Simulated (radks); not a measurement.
The numbers below are computed, except where a source is named.
Initial-state core-level shifts of the thulium ion Tm3+ when its valence configuration changes from [Xe] 4f12. Level of theory: non-relativistic Kohn-Sham, TPSS, spin-unpolarised, spherical densities, point nucleus; meta-GGA in the generalised Kohn-Sham scheme; relativity is left out, which matters for an element this heavy (a radial shooting solver on a logarithmic mesh with Libxc functionals). Shifts are changes of the shell-averaged eigenvalues in eV (positive: less bound); the change of the density at the nucleus, which sets a Mossbauer isomer shift, is in e/bohr^3, on a base of 2.346e+05.

| valence | 1s | 3p | 5s | 5p | density at nucleus |
|---|---|---|---|---|---|
| 4f11 5d1 | -8.795 | -10.514 | -3.996 | -3.413 | +11.31 |
| 4f10.5 5d1 6p0.5 | -15.956 | -18.653 | -8.291 | -7.291 | +18.95 |
| 4f8.5 5d3 6p0.5 | -36.335 | -43.502 | -16.051 | -13.892 | +46.68 |
| 4f7.5 5d3 6p1.5 | -52.918 | -62.715 | -24.706 | -21.734 | +65.89 |
| 4f8.5 5d2 6p1.5 | -41.742 | -48.958 | -20.869 | -18.455 | +50.31 |
| 4f11.5 6s0.5 | -6.223 | -7.060 | -3.806 | -3.404 | +14.78 |
| 4f7.5 5d2 6s1 6p1.5 | -57.640 | -67.478 | -28.661 | -25.448 | +92.08 |
| 4f8 5d2 6s0.5 6p1.5 | -49.574 | -58.075 | -24.756 | -21.941 | +70.45 |
| 4f7.5 5d2 6p2.5 | -58.528 | -68.376 | -29.521 | -26.284 | +70.09 |
